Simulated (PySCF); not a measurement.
# Pr(III) with more and more NH2

Computed with PySCF 2.14.0, PBE0, def2-SVP on the ligands, density fitting, scalar-relativistic core potentials, no spin-orbit coupling, vacuum. The metal has lcecp-1-SVP with ECP48. Each complex is relaxed within the symmetry of its template. Distances are means of the shortest metal–ligand contacts, charges and spins Mulliken's; removal energies are rigid, with the ligand's formal charge and no counterpoise, so too large; for an anion taken off a cation in vacuum most of it is the attraction of opposite charges, and multiply charged cations can part far more cheaply with an electron moved from ligand to metal. lcecp potentials hold a fixed number of 4f electrons in the core, out of states, spins and gaps.

```
    complex  point group  M–NH2 (Å)  charge on M (e)  dipole (D)  removal of one NH2 (eV)  strongest infrared band, degenerate modes summed (cm⁻¹)  unstable modes (below −25 cm⁻¹)
[Pr(NH2)2]+          C2v      2.155             1.25           –                    16.50                                                      628                                0
[Pr(NH2)4]−           S4      2.352             0.70           –                     5.01                                                      442                                0
```

Question: What does the calculation give for Pr(NH2)3?

Answer: point group: Cs, M–NH2 (Å): 2.266, charge on M (e): 0.95, dipole (D): 1.91, removal of one NH2 (eV): 10.11, unstable modes (below −25 cm⁻¹): 1.
```xyz
10

Pr   -0.0212   -0.0366    0.5667
N     2.2014    0.0092    0.1501
H     2.8197    0.8200    0.0927
H     2.7644   -0.7817   -0.1675
N    -1.0928    1.9110    0.1497
H    -0.6997    2.8520    0.0923
H    -2.0591    2.0032   -0.1680
N    -1.1097   -1.9221   -0.0960
H    -1.5406   -2.6683    0.4512
H    -1.2625   -2.1868   -1.0711
```

The more ligands, the longer each bond and the weaker the last ligand is held.

Members with unstable modes aren't minima as they stand: saddle points kept by symmetry or, where the modes are soft, flat surfaces and noise. Moved off a saddle point of the template and relaxed again: [Pr(NH2)2]+, Pr(NH2)3, [Pr(NH2)4]−. One start shape was tried for each, so a minimum needn't be the lowest isomer.
